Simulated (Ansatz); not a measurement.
Species: CClF3, SMILES `FC(F)(F)Cl` (charge 0, multiplicity 1), formula CClF3.

How many basis functions does frozen-core CCSD(T)/def2-TZVPP // B3LYP-D3(BJ)/def2-TZVP (Ansatz, a quantum-chemistry and plane-wave program) use, how many core orbitals are frozen, and how many electrons are correlated?

166 basis functions and 9 frozen orbitals, which leaves 32 correlated electrons. Core time is of the order of minutes.
